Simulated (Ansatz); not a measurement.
SiMeCl3 (CH₃Cl₃Si). Total charge 0; singlet. Geometry PBE0-D4/def2-SVP; atoms count from 1.

```xyz
8

Si   -0.443   -0.396    0.525
C     0.589    0.526   -0.698
H     0.912   -0.150   -1.503
H     1.479    0.942   -0.202
H     0.007    1.350   -1.136
Cl   -1.052    0.847    2.042
Cl    0.623   -1.945    1.350
Cl   -2.114   -1.174   -0.379
```

**Question.** Estimate the Mulliken populations from the PBE0/def2-TZVP orbitals of Ansatz.

**Answer.** 
```tsv
atom	charge (e)
Si1	0.63
C2	-0.48
H3	0.16
H4	0.16
H5	0.16
Cl6	-0.21
Cl7	-0.21
Cl8	-0.21
```
Mulliken values depend strongly on the basis.

**Question.** And the Mayer bond orders between heavy atoms (over 0.3)?

**Answer.** Si1–C2 1.05 (1.85 Å); Si1–Cl6 1.19 (2.05 Å); Si1–Cl7 1.19 (2.05 Å); Si1–Cl8 1.19 (2.05 Å).
